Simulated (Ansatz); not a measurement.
## One arrangement of a pair

The pair of Br⁻ (SMILES [Br-], atom 1) and CH6Si (SMILES C[SiH3], atoms 2–9), both closed shells, in one local arrangement (a lower one may exist), relaxed at PBE0-D4/def2-TZVPD:

```xyz
9
angstrom
Br -0.6780 1.1092 -2.7988
C 0.5699 -0.9046 -0.0752
Si -0.3501 0.5486 0.6599
H 0.1133 -1.8475 0.2390
H 1.6143 -0.9027 0.2499
H 0.5232 -0.8179 -1.1633
H -1.8018 0.5551 0.3555
H 0.2749 1.8624 0.3705
H -0.2657 0.3972 2.1625
```

Ansatz 0.2.0; basis: def2-TZVPPD, with def2-QZVPPD for the basis limit; cores frozen in the correlated methods. Filled d shells of the heavier atoms are correlated. The def2 sets are not built for correlating such inner shells, so the correlated values are less sure here. B3LYP uses VWN-RPA correlation. Extrapolation: Hartree–Fock as exp(−7.88 √X), correlation as X^−2.97. Interaction energies count from these two fragments, frozen as in the pair, with the counterpoise correction; negative means bound.

What is the interaction energy by CCSD(T) at an estimated basis limit (MP2 extrapolated from triple and quadruple zeta, plus CCSD(T) − MP2 in triple zeta)? (To be estimated.)

By the calculation: -8.52 kcal/mol. Hartree–Fock alone gives -3.59 kcal/mol at the basis limit. It counts from the two fragments frozen as in the pair.

The same quantity by other methods in triple zeta, and each one's difference from that estimate:
```tsv
method	E_int (kcal/mol)	difference
PBE-D4	-8.85	-0.33
revPBE-D4	-8.48	0.04
BLYP-D4	-7.94	0.58
r2SCAN-D4	-8.26	0.26
B97M-V	-8.59	-0.07
PBE0-D4	-8.54	-0.03
B3LYP-D4	-8.00	0.51
HSE06-D4	-8.53	-0.01
wB97X-V	-8.00	0.52
wB97M-V	-8.45	0.07
B2PLYP	-6.28	2.23
HF	-3.51	5.00
MP2	-7.72	0.80
CCSD	-6.81	1.71
CCSD(T)	-7.39	1.13
```
Differences are method less estimate.

Which atoms make the shortest contact between the fragments?

Br1 and H6, 2.80 Å apart.

Energy to bend the free fragments (PBE0-D4 minima) into their shapes in the pair, CCSD(T)/def2-TZVPPD: CH6Si 1.30 kcal/mol. This must be added to the interaction energy to get the binding energy from relaxed fragments.

Basis-set superposition shift (counterpoise-corrected less uncorrected): CCSD(T) 1.37; MP2 1.32; HF 0.11; PBE0-D4 0.12; wB97M-V 0.11 kcal/mol.

No T1 diagnostic of these runs exceeds 0.010.

For scale, one of the runs: CCSD(T)/def2-TZVPPD, 244 basis functions, launched by `ansatz run in.yaml --threads 4 --pin off --events-out ev --progress --plain --max-ram 9574MiB`. Hardware: 4 CPU threads of an Arm Neoverse V2, shared host. Wall time 100 s; peak host memory 4.7 GiB.
